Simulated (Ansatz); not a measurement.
Calculated with Ansatz (gas phase, PBE0-D4/def2-TZVP geometries, no zero-point term in ΔE). CCSD(T)/CBS adds triple-zeta CCSD(T) − MP2 to the extrapolated MP2 energy (def2 sets, frozen cores). Functionals use def2-TZVPP. For Br outer-core shells are correlated without core-valence functions, which leaves a few kJ/mol of doubt a bond. Scalar relativity is left out up to krypton. Each species was taken in one conformer, which may not be the lowest.

`CCOC(=O)C(C)CC` + HBr → `CCC(C)Br` + `CCOC=O`  (substitution at a C–C bond)

`CCOC(=O)C(C)CC`:

```xyz
23

C     2.479   -2.052    0.408
C     1.640   -1.498   -0.712
O     0.551   -0.779   -0.125
C    -0.301   -0.203   -0.984
O    -0.177   -0.270   -2.179
C    -1.421    0.510   -0.265
C    -2.340   -0.505    0.407
C    -0.891    1.536    0.734
C     0.007    2.587    0.105
H     3.323   -2.610   -0.004
H     2.871   -1.251    1.037
H     1.896   -2.729    1.035
H     2.208   -0.817   -1.351
H     1.239   -2.286   -1.353
H    -1.974    1.030   -1.053
H    -3.190    0.005    0.866
H    -1.808   -1.051    1.188
H    -2.730   -1.229   -0.313
H    -0.354    1.010    1.529
H    -1.753    2.018    1.206
H    -0.512    3.127   -0.691
H     0.336    3.318    0.846
H     0.902    2.137   -0.333
```

HBr:

Z-matrix (Å, degrees):
```
Br
H 1 1.420
```

`CCC(C)Br`:

```xyz
14

C     0.385   -0.528    1.838
C     0.112    0.383    0.658
C    -0.094   -0.327   -0.663
C    -0.227    0.614   -1.834
Br   -1.704   -1.462   -0.580
H     0.573    0.054    2.742
H    -0.464   -1.187    2.031
H     1.262   -1.156    1.657
H     0.964    1.060    0.513
H    -0.757    1.019    0.856
H     0.707   -1.049   -0.834
H     0.688    1.208   -1.927
H    -1.065    1.298   -1.690
H    -0.381    0.073   -2.768
```

`CCOC=O`:

Cartesian coordinates in Å:
```
C -0.629 1.006 -0.684
C 0.670 0.376 -0.245
O 0.560 -1.056 -0.178
C 0.066 -1.559 0.949
O -0.288 -0.937 1.908
H -0.495 2.085 -0.795
H -1.412 0.835 0.055
H -0.952 0.601 -1.645
H 0.981 0.750 0.732
H 1.466 0.554 -0.968
H 0.033 -2.656 0.870
```

(1) Is it downhill or uphill in electronic energy at CCSD(T)/CBS, and by how much? (Best estimate.)

(2) What do these levels give: PBE-D4, ωB97X-V, ωB97M-V, B2PLYP, PBE, PBE0, HF/def2-TZVPP, MP2/def2-TZVPP, SCS-MP2/def2-TZVPP, CCSD/def2-TZVPP, MP2/def2-QZVPP, SCS-MP2/def2-QZVPP? (Best estimate.)

Largest T1 diagnostic among the species: 0.014.

## Answers

(1) The calculation gave: Uphill: ΔE = +27.4 kJ/mol.

(2) The calculation gave: PBE-D4 23.0, ωB97X-V 32.3, ωB97M-V 31.9, B2PLYP 22.9, PBE 18.5, PBE0 24.9, HF/def2-TZVPP 29.7, MP2/def2-TZVPP 26.5, SCS-MP2/def2-TZVPP 25.6, CCSD/def2-TZVPP 31.7, MP2/def2-QZVPP 24.8, SCS-MP2/def2-QZVPP 24.1 kJ/mol.

From PBE to PBE0 (25 % exact exchange), in def2-TZVPP and without D4, ΔE moves by +6.4 kJ/mol. The D4 term adds +5.5 kJ/mol with B3LYP and +4.4 kJ/mol with PBE0; it sums over pairs of atoms, weighted by their polarisabilities, and B3LYP, whose exchange is more repulsive, gets the larger term.

B3LYP here is the variant with VWN-RPA as its local correlation; programs differ in this.
